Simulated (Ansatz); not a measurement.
Molecule: VI (charge 0, quintet). The spin state was set by rule; other spins were not relaxed. 
Geometry from a B3LYP-D3(BJ)/def2-TZVP (Ansatz, a first-principles code) optimisation:
```
I
V 1 2.6025
```
Charge 0, spin multiplicity 5.

Basis-set convergence of Hartree-Fock and CCSD correlation energies (hartree) with Ansatz. Cores are frozen in the correlated levels unless marked. Open shells are spin-unrestricted. Spin-orbit coupling is left out. The frozen core is the preceding noble-gas configuration, with the filled d and f shells of earlier blocks. Past Kr the def2 sets carry scalar-relativistic core potentials.

The T1 diagnostic of CCSD in the largest basis is 0.074, which is high, so the coupled-cluster rows are less sure than usual.

```csv
basis,functions,E(HF),"E(corr, CCSD)"
def2-SVPD,69,-1239.49914,-0.15561
def2-TZVPPD,126,[?],[?]
```

Task: Complete the blanks.

Result: 
- def2-TZVPPD, E(HF): -1239.62859
- def2-TZVPPD, E(corr, CCSD): -0.21533
